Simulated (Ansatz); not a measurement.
Two structures, one formula

The two ends of one reaction step of GaSiH4ClO, singlet (PBE0-D4/def2-TZVP).

A:

Ga1  (-1.868, 0.013, -1.992)
Si2  (1.238, -0.267, 0.398)
O3  (-0.299, 0.040, -0.162)
H4  (-0.976, 0.413, 0.423)
Cl5  (-3.139, 0.885, -0.285)
H6  (1.970, -0.810, -0.767)
H7  (1.874, 0.984, 0.881)
H8  (1.201, -1.258, 1.502)
(Å)

B:

```xyz
8
angstrom
Ga -1.3311 0.7387 -1.4538
Si 0.6040 0.1202 -0.3674
O -0.8786 -0.0556 0.2663
H 0.6808 -0.9371 2.0031
Cl -3.4137 1.0290 -1.7759
H 1.3755 -1.0650 -0.8187
H 1.5324 1.1500 0.1629
H 1.4307 -0.9801 1.9834
```

Program: Ansatz 0.2.0. Basis: def2-TZVPP. Cores are frozen in the correlated methods. Filled d shells of the heavier atoms are correlated. The def2 sets are not built for correlating such inner shells, so the correlated values are less sure here. B3LYP uses VWN-RPA correlation.

(1) Which structure is lower at CCSD(T), and by how much? (To be estimated.)

The T1 diagnostic stays at or below 0.015.

## Answers

(1) By the calculation: A, by 158.0 kJ/mol (electronic energy, against the other). By their contacts, A is a complex of SiH₄O ([OH][SiH3]) + GaCl and B is a complex of GaSiH₂ClO ([Cl][Ga]1[O][SiH2]1) + H₂.

All methods give the same order:

| method | E(B) − E(A) (kJ/mol) |
| --- | --- |
| SPW92 | 152.4 |
| PBE-D4 | 153.1 |
| BLYP-D4 | 175.2 |
| r2SCAN-D4 | 145.8 |
| B97M-V | 157.1 |
| PBE0-D4 | 165.4 |
| B3LYP-D4 | 183.8 |
| r2SCAN0-D4 | 160.6 |
| BHLYP-D4 | 197.3 |
| CAM-B3LYP-D4 | 186.5 |
| wB97X-V | 168.1 |
| wB97M-V | 176.2 |
| B2PLYP | 168.5 |
| PBE-QIDH | 157.7 |
| RPA on PBE | 157.4 |
| HF | 213.0 |
| MP2 | 146.3 |
| CCSD | 170.0 |
| CCSD(T) | 158.0 |

Labels in which every atom is bracketed show which atoms are joined, not bond orders.

For scale, one of the runs: CCSD(T)/def2-TZVPP, 219 basis functions, launched by `ansatz run in.yaml --threads 4 --pin off --events-out ev --progress --plain --max-ram 9574MiB`. The run took 23 s on 4 CPU threads of an Intel Xeon 6975P-C (shared host), with 3.4 GiB of host memory at its peak.
